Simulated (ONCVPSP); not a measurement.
# Building the ONCV potential for Al (Z = 13) (PBE, scalar-relativistic).

| Item | Value |
| --- | --- |
| Element | aluminium (Al) |
| Generator | ONCVPSP 4.0.1 |
| Type | optimised norm-conserving Vanderbilt (ONCV) |
| Functional | PBE |
| Relativity | scalar-relativistic |
| Frozen core | [Ne] |
| Valence charge | 3 |
| Reference configuration | 3s1.5 (charge +1.5) |
| Partial waves | 3s: rc 1.90 bohr, ncon 4, nbas 9, qcut 4.2 1/bohr, 1 projector; p scattering state at 0.11 Ha: rc 1.90 bohr, ncon 4, nbas 7, qcut 4.8 1/bohr, 2 projectors, debl 1 Ha; d scattering state at 0.16 Ha: rc 1.70 bohr, ncon 5, nbas 8, qcut 6.7 1/bohr, 2 projectors, debl 1.2 Ha |
| Local potential | polynomial inside 1.60 bohr (lpopt 5, dvloc0 -1 Ha) |
| Core correction | polynomial model core, fcfact 0.55 |

In the p channel the program set the typed energies aside and used 0.050, 1.050 Ha.

All-electron outer shells of the reference configuration (PBE, scalar-relativistic, ld1.x):

| shell | level (eV) | outermost node (bohr) | outermost maximum (bohr) |
| --- | --- | --- | --- |
| 2p | -83.91 | – | 0.43 |
| 3s | -19.20 | 0.79 | 1.96 |

(1) Estimate the cutoffs (Ha) at which the residual kinetic energy of the hardest occupied pseudo-wave falls to 1 and 0.1 mHa per electron.

(2) What does a ghost test show?

(3) Tests: 3s2 3p1; 3s2; 3s1; 3s2 3p0.5. Which has the largest error in its energy relative to the reference configuration, and how large is it?

## Answers

(1) 6.3 Ha and 8.1 Ha. The cutoffs count occupied waves only; projector 2 of the d channel, the hardest unoccupied one, needs 21 Ha at the loose tolerance.

(2) No bound ghost flagged; GHOST(+) flagged for s at 3.8 eV.

(3) 3s2 3p1, with +25 meV (all-electron minus pseudo) on -14.26 eV.
